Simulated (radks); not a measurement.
The numbers below are computed, except where a source is named.
Spherical jellium clusters: N electrons in a uniform positive sphere of charge N and radius rs N^(1/3), rs = 3.54 bohr. Level of theory: non-relativistic Kohn-Sham, PBEsol, spin-polarised, spherical densities (a radial shooting solver with Libxc functionals). Levels are named by radial order and angular momentum (1s, 1p, 1d, 2s, ...), and open shells are averaged over m.

N = 14, configuration 1s2 1p6 1d(up 5, down 0) 2s(up 1, down 0). This is the lowest configuration that the search found. Occupied levels:

level    occupation  eigenvalue (eV)  <r> (bohr)
1s up             1          -5.9177       5.511
1s down           1          -5.3268       5.411
1p up             3          -4.7584       6.582
1p down           3          -4.1230       6.409
1d up             5          -3.3210       7.405
2s up             1          -2.6969       6.458

Energy (eV): total -23.9818, kinetic 30.863, external -732.56, Hartree 358.73, exchange-correlation -56.083, background 375.07.

Electron density:

r (bohr)  n(r) (e/bohr^3)
0.985            0.005942
2.04             0.005646
3.10             0.005581
4.16             0.005814
5.21             0.005927
6.27             0.005317
7.33             0.003843
8.38             0.002130
9.44            0.0009230
10.5            0.0003384
11.6            0.0001159
12.6           0.00003846
13.7           0.00001271
